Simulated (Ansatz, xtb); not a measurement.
**Ranking isomers of CH6OSn**

4 gas-phase structures of CH6OSn, found in a search over its isomers (lower ones may exist). Each was relaxed with GFN2-xTB:

A. `C[O][SnH3]`, a singlet
B. a singlet given by its coordinates
C. `O[CH2][SnH3]`, a singlet
D. `[CH3][SnH2][OH]`, a singlet

B (Å):

```xyz
9

C    -0.4289   -1.2958   -1.4838
O     0.9692   -1.0889   -1.4768
Sn    2.2717   -1.9881    0.4975
H    -0.8821   -0.9799   -0.5441
H    -0.5923   -2.3627   -1.6139
H    -0.8843   -0.7571   -2.3182
H     1.1383   -0.1518   -1.3363
H     2.9940   -0.3187    0.4927
H     0.9068   -1.2937    1.4904
```

Close contacts (Å): C1–O2 1.41, O2–Sn3 2.53, C1–H4 1.09, C1–H5 1.09, C1–H6 1.09, O2–H7 0.96, Sn3–H8 1.82, Sn3–H9 1.83.

Question: Estimate their order in r2SCAN-D4/def2-SVP energy at these geometries, lowest first.

Answer: Calculated order at r2SCAN-D4/def2-SVP: D (0.0), A (16.2), B (16.2), C (26.4) kcal/mol. Less than 1 kcal/mol parts A and B, so the order within that pair means little.

Energies above the lowest of each column, in kcal/mol; the last columns are at PBE0-D3(BJ)/def2-SVP geometries and were run for some of them only (a dash: not run or not comparable):

```json
{"structure": "D", "GFN2-xTB": "27.0", "HF/STO-3G": "0.0", "r2SCAN-D4/def2-SVP": "0.0", "PBE0-D3(BJ)/def2-SVP": "0.0", "CCSD(T)/def2-TZVP": "0.0"}
{"structure": "A", "GFN2-xTB": "27.8", "HF/STO-3G": "6.2", "r2SCAN-D4/def2-SVP": "16.2", "PBE0-D3(BJ)/def2-SVP": "15.6", "CCSD(T)/def2-TZVP": "20.1"}
{"structure": "B", "GFN2-xTB": "0.0", "HF/STO-3G": "63.2", "r2SCAN-D4/def2-SVP": "16.2", "PBE0-D3(BJ)/def2-SVP": "–", "CCSD(T)/def2-TZVP": "–"}
{"structure": "C", "GFN2-xTB": "37.5", "HF/STO-3G": "19.1", "r2SCAN-D4/def2-SVP": "26.4", "PBE0-D3(BJ)/def2-SVP": "24.7", "CCSD(T)/def2-TZVP": "32.9"}
```

CCSD(T)/def2-TZVP puts D lowest of those it was run on; GFN2-xTB picks B. Flexible structures stand in one conformer each, not always the lowest. Frequencies (PBE0-D3(BJ)/def2-SVP) were run for A, C, D alone. Atoms past krypton carry core potentials in the def2 sets, without spin–orbit terms.

Over these structures GFN2-xTB departs from r2SCAN-D4/def2-SVP by 12.3 kcal/mol on average once a common shift is removed. A GFN2-xTB relaxation took about 0.15 s and the r2SCAN-D4/def2-SVP energy about 2.1 s on a shared host (Ansatz 0.2.0, xtb 6.7.1).
